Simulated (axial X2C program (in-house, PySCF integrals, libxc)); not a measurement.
**MnSe: from the spin-free to the two-component result**

Computed with an in-house relativistic program for diatomic molecules. Spin-free means the one-electron spin-free X2C Hamiltonian; two-component (2c) means X2C with spin–orbit coupling and atomic mean-field two-electron Coulomb and Gaunt terms, so the difference of the two also holds small scalar two-electron terms. Basis: Se dyall-cv3z [8s9p6d4f1g], Mn dyall-cv3z [9s10p6d3f2g] (cores contracted in-house); Gaussian nuclei, density fitting, unrestricted open shells. Masses: Se 79.917 u, Mn 54.938 u.

Spin-free state: M_S = 5/2, Λ = 0 (beyond evenly filled blocks: σα, π+α, π-α, δ+α, δ-α); fragments Se + Mn.

| level | Re (Å) | ωe (cm⁻¹) | De (eV) | μ (D) |
| --- | --- | --- | --- | --- |
| TPSSh | 2.174 | 376.6 | 3.230 | 5.56 |

Dipoles are positive if Mn is the positive end.

Two-component determinant lowest at the distance of the search:

Ω = 5/2 (⟨Sz⟩ = 2.50, ⟨Lz⟩ = 0.00 at TPSSh); fragments Se + Mn.

```csv
level,Re (Å),ωe (cm⁻¹),μ (D)
TPSSh,2.176,374.7,5.54
```

(1) From the two tables, how do the constants change at the TPSSh level (2c against spin-free)?

One determinant describes the state; a PBE0 search over occupations chose it and may have missed a lower one. Dissociation energies refer to the lowest single-determinant-based atoms at the same level and basis. De is not given where an atomic determinant may have missed its ground term or J level, or where the truncated virtual space spoils (T). Density functionals use the spin component along the axis (collinear). Without a current term, density functionals place determinants with orbital angular momentum somewhat too high. With several unpaired electrons one determinant need not be a pure state. This is the top spin component of a Σ state; components of lower Ω are not single determinants and can lie lower. The determinant is spin-polarised beyond a pure state at some levels (its spin-free form has ⟨S²⟩ too high), which makes Re and μ there less reliable.

Results:

(1) At the TPSSh level Re rises by 0.002 Å and ωe goes down by 1.9 cm⁻¹.
